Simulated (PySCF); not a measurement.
Spinor energies of N⁺ (nitrogen, charge +1)

Start: [He] 2s1 2p2 3d1; 2s1/2 filled at m_j = +1/2; 2p3/2 filled at m_j = +1/2, +3/2; 3d5/2 filled at m_j = +5/2. Calculated with PySCF 2.14 in x2c-TZVPall-2c with one added diffuse shell each of s, p, d type (6s4p3d1f, 40 functions): generalised Hartree-Fock with the X2C-1e Hamiltonian and a Gaussian nucleus; one run each with spin-orbit coupling (SO) switched off, then screened by Boettger's factors. This is a chosen level, not necessarily the ground level.

```tsv
spinor shell	electrons	ε, spin-free (eV)	ε, screened SO (eV)	weight of nominal j (screened SO)	rms radius, screened SO (bohr)
1s1/2	2	-455.04	-455.04	1.000	0.265
2s1/2	1	-53.746	-53.748	1.000	1.26
2p3/2	2	-40.291	-40.288	0.833	1.27
3d5/2	1	-5.338	-5.338	1.000	3.44
```

```
   quantity  spin-free  screened SO
E (hartree)  -52.85119    -52.85089
        M_J          5            5
       ⟨J²⟩     30.003       30.003
       ⟨L²⟩     12.003       12.003
       ⟨S²⟩      6.000        6.000
```

Each row is a mean over spinors that exchange with the open shell spreads, by up to 4.598 eV (1s1/2).

Rows whose weight is well below 1 are mixtures of j = l ± 1/2: exchange outweighs spin-orbit coupling there, and the label is only the starting occupation.

Without spin-orbit coupling the j labels of p, d and f shells carry no meaning; the spin-free column gives the mean over the occupied spinors of each nl shell.
